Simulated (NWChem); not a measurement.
System: CH$_{4}$F$_{2}$SSi; SMILES C[Si](F)(S)F

Here is an NWChem input.

```
start job
memory heap 200 mb stack 900 mb global 1100 mb
geometry units angstroms noautosym nocenter noautoz
  C     -1.674769     1.116152     0.000000
  Si     0.015395     0.354666     0.000000
  F      0.881446     0.861926     1.288310
  F      0.881446     0.861926    -1.288310
  S     -0.127837    -1.776323     0.000000
  H     -2.243066     0.807521     0.899762
  H     -1.593486     2.221710     0.000000
  H     -2.243066     0.807521    -0.899762
  H      1.224993    -1.943526     0.000000
end
basis spherical
  C library def2-svp
  Si library def2-svp
  F library def2-svp
  S library def2-svp
  H library def2-svp
end
dft
  xc m05-2x
  iterations 150
end
cosmo
  do_cosmo_smd true
  solvent water
end
task dft energy
```

Parts of the log:

```
             Northwest Computational Chemistry Package (NWChem) 7.3.0
             --------------------------------------------------------

                             Geometry "geometry" -> ""
                             -------------------------

 Output coordinates in angstroms (scale by  1.889725989 to convert to a.u.)

  No.       Tag          Charge          X              Y              Z
 ---- ---------------- ---------- -------------- -------------- --------------
    1 C                    6.0000    -1.67476900     1.11615200     0.00000000
    2 Si                  14.0000     0.01539500     0.35466600     0.00000000
    3 F                    9.0000     0.88144600     0.86192600     1.28831000
    4 F                    9.0000     0.88144600     0.86192600    -1.28831000
    5 S                   16.0000    -0.12783700    -1.77632300     0.00000000
    6 H                    1.0000    -2.24306600     0.80752100     0.89976200
    7 H                    1.0000    -1.59348600     2.22171000     0.00000000
    8 H                    1.0000    -2.24306600     0.80752100    -0.89976200
    9 H                    1.0000     1.22499300    -1.94352600     0.00000000

 Effective nuclear repulsion energy (a.u.)     309.4057414980

                                 NWChem DFT Module
                                 -----------------

 Summary of "ao basis" -> "ao basis" (spherical)
 ------------------------------------------------------------------------------
       Tag                 Description            Shells   Functions and Types
 ---------------- ------------------------------  ------  ---------------------
 C                          def2-svp                 6       14   3s2p1d
 Si                         def2-svp                 8       18   4s3p1d
 F                          def2-svp                 6       14   3s2p1d
 S                          def2-svp                 8       18   4s3p1d
 H                          def2-svp                 3        5   2s1p

 in cosmo_initialize ...
 calling solv_data for solv:h2o

 solvent parameters
 solvname_short: h2o
 solvname_long:  water
 dielec:       78.4000
 dielecinf:     1.7769
 aqueous SMD model solvent descriptors
 dielec:       78.4000
 sola:          0.8200

          ---------------
          -cosmo- solvent
          ---------------
 Cosmo: York-Karplus, doi: 10.1021/jp992097l
 dielectric constant -eps-     =  78.40
 screen = (eps-1)/(eps    )    =   0.98724
 surface charge correction     = lagrangian

   van der Waals surface
 --------------------------

 ---------- ATOMIC COORDINATES (A.U.) ------------ VDWR(ANG.) --
     1   -3.16485450    2.10922144    0.00000000     1.850
     2    0.02909233    0.67022156    0.00000000     2.470
     3    1.66569141    1.62880396    2.43455289     1.730
     4    1.66569141    1.62880396   -2.43455289     1.730
     5   -0.24157690   -3.35676374    0.00000000     2.490
     6   -4.23878011    1.52599342    1.70030363     1.200
     7   -3.01125191    4.19842313    0.00000000     1.200
     8   -4.23878011    1.52599342   -1.70030363     1.200
     9    2.31490111   -3.67273159    0.00000000     1.200
 number of segments per atom =        128
 number of   points per atom =        128
 atom (   nspa,  nppa )
 ----------------------
    1 (     44,     0 )       0
    2 (     42,     0 )       0
    3 (     66,     0 )       0
    4 (     66,     0 )       0
    5 (     92,     0 )       0
    6 (     53,     0 )       0
    7 (     50,     0 )       0
    8 (     53,     0 )       0
    9 (     20,     0 )       0
 number of -cosmo- surface points =      486
 molecular surface =    138.220 angstrom**2
 molecular volume  =    133.041 angstrom**3
 -lineq- algorithm             =   0
 -bem- low  level              =   3
 -bem- from -octahedral-
 gaussian surface charge width =   4.50000
 degree of switching           =   1.00000
 switching function tolerance  =   0.00010
 atomic radii =
 --------------
    1  6.000  1.850
    2 14.000  2.470
    3  9.000  1.730
    4  9.000  1.730
    5 16.000  2.490
    6  1.000  1.200
    7  1.000  1.200
    8  1.000  1.200
    9  1.000  1.200
 ...... end of -cosmo- initialization ......

 nat:                     9
 ixmem:                  4523
 calling mnsol_interface()
 G(SMD-CDS) energy (kcal/mol)  =     3.373
 SMD-CDS SASA (angstrom**2)    =   149.846

            General Information
            -------------------
          SCF calculation type: DFT
          Wavefunction type:  closed shell.
          No. of atoms     :     9
          No. of electrons :    58
           Alpha electrons :    29
            Beta electrons :    29
          Charge           :     0
          Spin multiplicity:     1
          Use of symmetry is: off; symmetry adaption is: off
          Maximum number of iterations: 150
          AO basis - number of functions:    98
                     number of shells:    46
          Convergence on energy requested:  1.00D-06
          Convergence on density requested:  1.00D-05
          Convergence on gradient requested:  5.00D-04

              XC Information
              --------------
                       M05-2X Method XC Functional
                     Hartree-Fock (Exact) Exchange  0.560
                M05-2X metaGGA Exchange Functional  0.440
                      M05-2X Correlation Potential  1.000

             Grid Information
             ----------------
          Grid used for XC integration:  medium
          Radial quadrature: Mura-Knowles
          Angular quadrature: Lebedev.
          Tag              B.-S. Rad. Rad. Pts. Rad. Cut. Ang. Pts.
          ---              ---------- --------- --------- ---------
          C                   0.70       49          11.0       434
          Si                  1.10       88           8.0       590
          F                   0.50       49          10.0       434
          S                   1.00       88          11.0       590
          H                   0.35       45          12.0       434
          Grid pruning is: on
          Number of quadrature shells:   503
          Spatial weights used:  Erf1

      Superposition of Atomic Density Guess
      -------------------------------------

 Sum of atomic energies:        -924.29281208

      Non-variational initial energy
      ------------------------------

 Total energy =    -925.747746
 1-e energy   =   -1896.772736
 2-e energy   =     661.619248
 HOMO         =      -0.330389
 LUMO         =       0.072275

   convergence    iter        energy       DeltaE   RMS-Dens  Diis-err
 ---------------- ----- ----------------- --------- --------- ---------
     COSMO gas phase
 d= 0,ls=0.0,diis     1   -927.5240817903 -1.24D+03  1.21D-02  8.32D-01
 d= 0,ls=0.0,diis     2   -927.5495610276 -2.55D-02  5.05D-03  8.43D-01
 d= 0,ls=0.0,diis     3   -927.6186710616 -6.91D-02  7.79D-04  1.08D-02
 d= 0,ls=0.0,diis     4   -927.6195454752 -8.74D-04  2.76D-04  8.71D-04
 d= 0,ls=0.0,diis     5   -927.6196587399 -1.13D-04  6.16D-05  3.47D-05
  Resetting Diis
 d= 0,ls=0.0,diis     6   -927.6196638805 -5.14D-06  1.56D-05  2.23D-06
 d= 0,ls=0.0,diis     7   -927.6196642257 -3.45D-07  4.13D-06  8.70D-08

   convergence    iter        energy       DeltaE   RMS-Dens  Diis-err
 ---------------- ----- ----------------- --------- --------- ---------
     COSMO solvation phase
 d= 0,ls=0.0,diis     1   -927.6223131361 -2.65D-03  8.27D-04  2.30D-03
 d= 0,ls=0.0,diis     2   -927.6229626790 -6.50D-04  2.28D-04  5.35D-04
 d= 0,ls=0.0,diis     3   -927.6230084394 -4.58D-05  9.95D-05  1.86D-04
 d= 0,ls=0.0,diis     4   -927.6230272432 -1.88D-05  2.93D-05  6.15D-06
 d= 0,ls=0.0,diis     5   -927.6230280493 -8.06D-07  9.35D-06  4.01D-07

         Total DFT energy =     -927.623028049282
      One electron energy =    -1899.674512399776
           Coulomb energy =      737.208485612747
    Exchange-Corr. energy =      -74.508475768728
 Nuclear repulsion energy =      309.405741497973

             COSMO energy =       -0.054266991499

 Numeric. integr. density =       58.000009490379

                                COSMO-SMD solvation results
                                ---------------------------

             internal energy in gas <Psi(g)|H|Psi(g)> =      -927.619664225679
         internal energy in solvent <Psi(s)|H|Psi(s)> =      -927.618875785424
                               delta internal energy  =         0.000788440255 (    0.49 kcal/mol)
   total free energy in solvent <Psi(s)|H+V/2|Psi(s)> =      -927.628402837845
 polarization energy contribution <Psi(s)|V/2|Psi(s)> =        -0.009527052421 (   -5.98 kcal/mol)
    total free energy in solvent including G(SMD-CDS) =      -927.623028049282
                       G(SMD-CDS) energy contribution =         0.005374788563 (    3.37 kcal/mol)
     1 M fixed-concentration free energy of solvation =        -0.003363823603 (   -2.11 kcal/mol)

                       DFT Final Molecular Orbital Analysis
                       ------------------------------------

 Vector   27  Occ=2.000000D+00  E=-4.313144D-01
              MO Center= -4.4D-01, -6.7D-01, -3.9D-09, r^2= 4.0D+00
   Bfn.  Coefficient  Atom+Function         Bfn.  Coefficient  Atom+Function
  ----- ------------  ---------------      ----- ------------  ---------------
    71      0.268632  5 S  px                68      0.250040  5 S  px
    64     -0.245974  5 S  s                  4      0.237209  1 C  px
    63     -0.233881  5 S  s                 17      0.229594  2 Si s
    94      0.212982  9 H  s                 62      0.167458  5 S  s
    72      0.160998  5 S  py                22     -0.153922  2 Si px

 Vector   28  Occ=2.000000D+00  E=-3.846110D-01
              MO Center= -5.1D-01, -4.1D-01, -1.1D-09, r^2= 3.8D+00
   Bfn.  Coefficient  Atom+Function         Bfn.  Coefficient  Atom+Function
  ----- ------------  ---------------      ----- ------------  ---------------
    72      0.391199  5 S  py                69      0.306684  5 S  py
     4     -0.269262  1 C  px                23     -0.214944  2 Si py
    66      0.173566  5 S  py                 7     -0.164472  1 C  px
     5      0.154513  1 C  py                22      0.143158  2 Si px
    37     -0.126633  3 F  py                51     -0.126633  4 F  py

 Vector   29  Occ=2.000000D+00  E=-3.343069D-01
              MO Center= -9.7D-02, -1.6D+00,  2.5D-08, r^2= 1.7D+00
   Bfn.  Coefficient  Atom+Function         Bfn.  Coefficient  Atom+Function
  ----- ------------  ---------------      ----- ------------  ---------------
    73      0.633718  5 S  pz                70      0.439768  5 S  pz
    67      0.250105  5 S  pz                27      0.105882  2 Si pz
    37     -0.071619  3 F  py                51      0.071619  4 F  py
    40      0.055430  3 F  py                54     -0.055430  4 F  py
    29     -0.054931  2 Si d -1               9     -0.051028  1 C  pz

 Vector   30  Occ=0.000000D+00  E= 7.616826D-02
              MO Center=  4.3D-01, -1.4D+00, -8.0D-09, r^2= 4.3D+00
   Bfn.  Coefficient  Atom+Function         Bfn.  Coefficient  Atom+Function
  ----- ------------  ---------------      ----- ------------  ---------------
    95      1.118914  9 H  s                  3     -0.798284  1 C  s
    71     -0.731732  5 S  px                64     -0.715286  5 S  s
    18      0.437619  2 Si s                 25     -0.391343  2 Si px
    85      0.383533  7 H  s                 17     -0.375966  2 Si s
    94      0.334372  9 H  s                 63     -0.214630  5 S  s

 Vector   31  Occ=0.000000D+00  E= 9.235800D-02
              MO Center=  1.1D-01, -7.6D-02, -2.6D-08, r^2= 4.7D+00
   Bfn.  Coefficient  Atom+Function         Bfn.  Coefficient  Atom+Function
  ----- ------------  ---------------      ----- ------------  ---------------
    18      1.339399  2 Si s                  3     -1.036815  1 C  s
    72     -0.586124  5 S  py                64     -0.386784  5 S  s
    80      0.371212  6 H  s                 90      0.371212  8 H  s
    35     -0.352304  3 F  s                 49     -0.352304  4 F  s
    17      0.320991  2 Si s                 85      0.288229  7 H  s

 Vector   32  Occ=0.000000D+00  E= 1.114148D-01
              MO Center= -3.5D-01,  1.2D-01,  2.8D-08, r^2= 3.5D+00
   Bfn.  Coefficient  Atom+Function         Bfn.  Coefficient  Atom+Function
  ----- ------------  ---------------      ----- ------------  ---------------
    27      1.063201  2 Si pz                35     -0.359735  3 F  s
    49      0.359735  4 F  s                 73     -0.324485  5 S  pz
    24      0.306292  2 Si pz                80     -0.270859  6 H  s
    90      0.270859  8 H  s                 21     -0.163928  2 Si pz
    79     -0.151810  6 H  s                 89      0.151810  8 H  s

     Multipole analysis of the density
     ---------------------------------

     L   x y z        total         alpha         beta         nuclear
     -   - - -        -----         -----         ----         -------
     0   0 0 0     -0.000000    -29.000000    -29.000000     58.000000

     1   1 0 0     -0.625962      0.506284      0.506284     -1.638530
     1   0 1 0     -0.009664     -0.618012     -0.618012      1.226360
     1   0 0 1     -0.000000     -0.000000     -0.000000      0.000000

     2   2 0 0    -29.358253    -95.352049    -95.352049    161.345845
     2   1 1 0     -4.464087      3.793120      3.793120    -12.050328
     2   1 0 1      0.000000      0.000000      0.000000      0.000000
     2   0 2 0    -31.548014   -164.171267   -164.171267    296.794520
     2   0 1 1      0.000000      0.000000      0.000000      0.000000
     2   0 0 2    -34.826287    -73.647606    -73.647606    112.468925
```

Level: M05-2X/def2-SVP, SMD on the gas-phase geometry. Coordinates come from a PBE-D3(BJ)/def2-SVP optimisation. Solvent: water.
